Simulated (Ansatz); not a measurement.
Ideal-gas functions of `[CH3][GaH]` radical at 400 K and 1 bar, from an Ansatz frequency run at PBE0-D4/def2-TZVP.

Molar mass 85.77 g/mol, point group Cs (symmetry number 1), electronic degeneracy 2, moments of inertia 5.077, 56.05, 57.974 u Å². Harmonic wavenumbers (cm⁻¹, unscaled): 99, 465, 535, 580, 770, 1185, 1429, 1443, 1802, 3039, 3120, 3163.

Use S(trans) = R[1.5 ln M + 2.5 ln T − 1.1517]; rotational temperatures θ = 24.2544 K / I; S(rot) = R[ln(√π/σ · √(T³/θAθBθC)) + 1.5]; for each mode x = 1.438777 ν̃/T, S = R[x/(eˣ − 1) − ln(1 − e⁻ˣ)] and H = RT x/(eˣ − 1); 1 cm⁻¹ = 0.0119627 kJ/mol; R = 8.31446 J/(mol·K).

By hand: the entropy, in J/(mol·K).

Translation 170.5. Rotation: θ = 4.7773, 0.4327, 0.4184 K, giving 92.6. Vibration, mode by mode: 16.94, 4.94, 4.05, 3.56, 2.08, 0.62, 0.30, 0.29, 0.10, 0.00, 0.00, 0.00, in all 32.9. Electronic 5.8. Sum 301.8 J/(mol·K).

By hand: H − E and G − E in kJ/mol, counted from the electronic energy.

Zero-point energy ½ × 17630 × 0.0119627 = 105.5; thermal vibration 7.2; translation, rotation and pV give 4 RT = 13.3. H − E = 126.0 kJ/mol, and G − E = 126.0 − 400 × 301.8/1000 = 5.3 kJ/mol.

Vibration gives 11 % of the entropy, 16.9 J/(mol·K) of it from the mode under 150 cm⁻¹: soft modes count most, and the harmonic formula is weakest for them.
